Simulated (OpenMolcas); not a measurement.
## Ag VIII: the spin-orbit constant, worked from levels

* Program: OpenMolcas
* Basis: ANO-RCC-VTZP [7s6p4d2f1g]
* Scalar Hamiltonian: DKH2, point nucleus
* Active space: 4 electrons in 5 orbitals (4d)
* State averaging: 2S+1 = 5 even, 5 roots; 2S+1 = 3 even, 45 roots; 2S+1 = 1 even, 50 roots
* Spin-orbit coupling: RASSI with atomic mean-field integrals over the reference wave functions, term energies averaged over their components

Methods: CASSCF; MS-CASPT2, IPEA 0.25 Eh, imaginary shift 0.1 Eh (closed shells correlated: 4s 4p). Measured levels: Atoms 5, 11 (2017), spectra Ag VII to Ag IX.

**The spin-orbit constant.** For the Hund term 5D of d4, E(J) = (A/2) J(J+1) + constant and ζ = 2S·A = 4A. From J = 0 to J = 4 the energy changes by 10 A.

| Source | E(4) - E(0) | A | ζ |
| --- | --- | --- | --- |
| CASSCF | 7109.4 | 710.9 | 2844 |
| MS-CASPT2 | 7228.6 | 722.9 | 2891 |
| measured | 7443.0 | 744.3 | 2977 |

All in cm-1. MS-CASPT2 is off by -2.9 % and CASSCF by -4.5 %. Both methods take the spin-orbit matrix elements from the reference wave functions, so the second can move ζ only through the term energies and any multistate remixing. Second-order mixing with other terms is absorbed into this ζ.

CASPT2 does not keep the components of a term degenerate, so their means are used; among the terms shown or strongly mixed into the levels shown the widest spread is 14 cm-1 (4d4 5D, MS-CASPT2). Without dynamic correlation excited terms often stand tens of per cent too high (terms of higher spin than the ground term too low), and those without a measured partner can miss by more than the paired ones (holds for CASSCF). Computed and measured levels are paired by configuration, term and J; levels that our copy of the source lacks, or whose pairing is in doubt (as where it misses far off the trend of its configuration), stay unpaired and out of the deviations. Only configurations of the active space appear.
